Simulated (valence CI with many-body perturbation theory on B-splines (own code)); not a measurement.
# Energy levels of W LXVIII

Level of theory: valence CI with perturbative core correlation (CI+MBPT): five valence electrons over a frozen Dirac-Fock core [He], radial functions for each j: 11 s, 11 p, 10 d, 8 f, 5 g, 2 h, with the one-electron correlation potential Σ1, the two-electron term Σ2, the three-electron term Σ3, Breit, model QED; selected CI, second order for the rest, scaled by the run's own slope (own B-spline code, finite nucleus).

No measured spectrum was set against this ion. As an estimate, large intervals hold to a few tenths of a per cent, small ones and those within an open d or f shell to about a per cent. Among the levels kept, up to 7500 cm⁻¹ of a level comes from second order outside the variational space, and about a tenth of that is noise between levels of different J, which matters for small intervals.

Levels 1 to 45 of 202, with energies above the lowest level, (2s^2 2p1/2^2 2p3/2) J=3/2. "Leading %" is the weight of the configuration and term that name the level; weights of strongly mixed levels are sums over their largest components and can fall short. In the jj column 3d3/2^4 stands for four electrons in 3d with j = 3/2. Lifetimes count E1, E2, E3, M1 and M2 decay at the calculated energies, and are blank where another channel may lead or the interval is too uncertain; long ones can be off by a factor of two.

```csv
No.,Configuration,Term,J,E (× 10³ cm⁻¹),Leading %,Lifetime,Leading jj,Second component
1,2s2 2p3,2P°,3/2,0.00,49,,2s^2 2p1/2^2 2p3/2 (100 %),27 % 2s2 2p3 2D°
2,2s2 2p3,4S°,3/2,11192,55,40.1 ps,2s^2 2p1/2 2p3/2^2 (100 %),44 % 2s2 2p3 2D°
3,2s2 2p3,2D°,5/2,11378,100,234 ps,2s^2 2p1/2 2p3/2^2 (100 %),
4,2s2 2p3,2P°,1/2,11804,100,72.0 ps,2s^2 2p1/2 2p3/2^2 (100 %),
5,2s 2p4,4P,5/2,13986,70,339 fs,2s 2p1/2^2 2p3/2^2 (100 %),30 % 2s 2p4 2D
6,2s 2p4,2S,1/2,14843,65,92.6 fs,2s 2p1/2^2 2p3/2^2 (100 %),26 % 2s 2p4 4P
7,2s 2p4,2P,3/2,14853,52,49.8 fs,2s 2p1/2^2 2p3/2^2 (100 %),35 % 2s 2p4 2D
8,2s2 2p3,2P°,3/2,23021,51,11.5 ps,2s^2 2p3/2^3 (99 %),28 % 2s2 2p3 2D°
9,2s 2p4,4P,3/2,25403,85,103 fs,2s 2p1/2 2p3/2^3 (100 %),10 % 2s 2p4 2D
10,2s 2p4,2D,5/2,25736,70,103 fs,2s 2p1/2 2p3/2^3 (100 %),30 % 2s 2p4 4P
11,2s 2p4,2P,1/2,26262,65,40.9 fs,2s 2p1/2 2p3/2^3 (100 %),35 % 2s 2p4 4P
12,2s 2p4,2D,3/2,26328,55,41.3 fs,2s 2p1/2 2p3/2^3 (100 %),44 % 2s 2p4 2P
13,2p5,2P°,3/2,29411,99,34.2 fs,2p1/2^2 2p3/2^3 (99 %),
14,2s 2p4,4P,1/2,37604,40,48.3 fs,2s 2p3/2^4 (100 %),35 % 2s 2p4 2S
15,2p5,2P°,1/2,40846,100,25.4 fs,2p1/2 2p3/2^4 (100 %),
16,2s2 2p2 3s,4P,1/2,71042,46,4.47 fs,2s^2 2p1/2^2 3s (100 %),32 % 2s2 2p2 3s 2S
17,2s2 2p2 3p,2P°,1/2,71891,47,340 fs,2s^2 2p1/2^2 3p1/2 (100 %),38 % 2s2 2p2 3p 4D°
18,2s2 2p2 3p,2P°,3/2,75320,35,315 fs,2s^2 2p1/2^2 3p3/2 (100 %),20 % 2s2 2p2 3p 4D°
19,2s2 2p2 3d,2D,3/2,76051,43,3.86 fs,2s^2 2p1/2^2 3d3/2 (100 %),32 % 2s2 2p2 3d 4F
20,2s2 2p2 3d,2D,5/2,77005,36,691 as,2s^2 2p1/2^2 3d5/2 (100 %),18 % 2s2 2p2 3d 4D
21,2s2 2p2 3s,4P,3/2,82361,88,6.86 fs,2s^2 2p1/2 2p3/2 3s (100 %),10 % 2s2 2p2 3s 2P
22,2s2 2p2 3s,2P,1/2,82445,67,3.16 fs,2s^2 2p1/2 2p3/2 3s (100 %),33 % 2s2 2p2 3s 4P
23,2s2 2p2 3s,2D,5/2,82520,65,6.19 fs,2s^2 2p1/2 2p3/2 3s (100 %),35 % 2s2 2p2 3s 4P
24,2s2 2p2 3s,2D,3/2,82575,64,3.36 fs,2s^2 2p1/2 2p3/2 3s (100 %),35 % 2s2 2p2 3s 2P
25,2s2 2p2 3p,4P°,1/2,83199,49,532 fs,2s^2 2p1/2 2p3/2 3p1/2 (100 %),28 % 2s2 2p2 3p 4D°
26,2s2 2p2 3p,4D°,3/2,83249,55,457 fs,2s^2 2p1/2 2p3/2 3p1/2 (100 %),22 % 2s2 2p2 3p 2D°
27,2s2 2p2 3p,2F°,5/2,83357,50,352 fs,2s^2 2p1/2 2p3/2 3p1/2 (100 %),30 % 2s2 2p2 3p 2D°
28,2s2 2p2 3p,2P°,3/2,83697,43,214 fs,2s^2 2p1/2 2p3/2 3p1/2 (99 %),25 % 2s2 2p2 3p 2D°
29,2s 2p3 3s,4P°,5/2,84815,48,8.86 fs,2s 2p1/2^2 2p3/2 3s (99 %),26 % 2s 2p3 3s 6S°
30,2s 2p3 3s,2P°,3/2,85052,35,3.76 fs,2s 2p1/2^2 2p3/2 3s (99 %),24 % 2s 2p3 3s 4S°
31,2s 2p3 3s,2P°,1/2,85590,42,3.61 fs,2s 2p1/2^2 2p3/2 3s (98 %),30 % 2s 2p3 3s 4D°
32,2s 2p3 3s,2P°,3/2,85667,38,7.79 fs,2s 2p1/2^2 2p3/2 3s (99 %),20 % 2s 2p3 3s 4S°
33,2s 2p3 3p,4P,3/2,85744,30,4.81 fs,2s 2p1/2^2 2p3/2 3p1/2 (99 %),21 % 2s 2p3 3p 6P
34,2s 2p3 3p,2D,5/2,85750,26,1.89 fs,2s 2p1/2^2 2p3/2 3p1/2 (99 %),19 % 2s 2p3 3p 4D
35,2s 2p3 3p,2P,1/2,86447,36,1.75 fs,2s 2p1/2^2 2p3/2 3p1/2 (99 %),18 % 2s 2p3 3p 4P
36,2s 2p3 3p,2D,3/2,86459,35,2.56 fs,2s 2p1/2^2 2p3/2 3p1/2 (99 %),21 % 2s 2p3 3p 4F
37,2s2 2p2 3p,4D°,5/2,86561,52,230 fs,2s^2 2p1/2 2p3/2 3p3/2 (99 %),34 % 2s2 2p2 3p 4P°
38,2s2 2p2 3p,2P°,1/2,86597,36,119 fs,2s^2 2p1/2 2p3/2 3p3/2 (98 %),30 % 2s2 2p2 3p 4P°
39,2s2 2p2 3p,2D°,3/2,86634,53,223 fs,2s^2 2p1/2 2p3/2 3p3/2 (100 %),21 % 2s2 2p2 3p 4P°
40,2s2 2p2 3p,2F°,7/2,86688,65,252 fs,2s^2 2p1/2 2p3/2 3p3/2 (100 %),35 % 2s2 2p2 3p 4D°
41,2s2 2p2 3p,4S°,3/2,86858,32,232 fs,2s^2 2p1/2 2p3/2 3p3/2 (98 %),31 % 2s2 2p2 3p 2P°
42,2s2 2p2 3p,2D°,5/2,86922,66,244 fs,2s^2 2p1/2 2p3/2 3p3/2 (100 %),16 % 2s2 2p2 3p 2F°
43,2s2 2p2 3p,2P°,1/2,87111,86,137 fs,2s^2 2p1/2 2p3/2 3p3/2 (99 %),7 % 2s2 2p2 3p 4D°
44,2s2 2p2 3d,4F,3/2,87393,43,2.08 fs,2s^2 2p1/2 2p3/2 3d3/2 (100 %),26 % 2s2 2p2 3d 2P
45,2s2 2p2 3d,4F,5/2,87404,53,5.47 fs,2s^2 2p1/2 2p3/2 3d3/2 (99 %),38 % 2s2 2p2 3d 2F
```

The ionisation energy to 2s2 2p2 3P_0 of the next ion comes out as 16635 eV (NIST: 16588 ± 11 eV (semi-empirical)). All 202 levels together are meant to be complete up to 104560 × 10³ cm⁻¹.
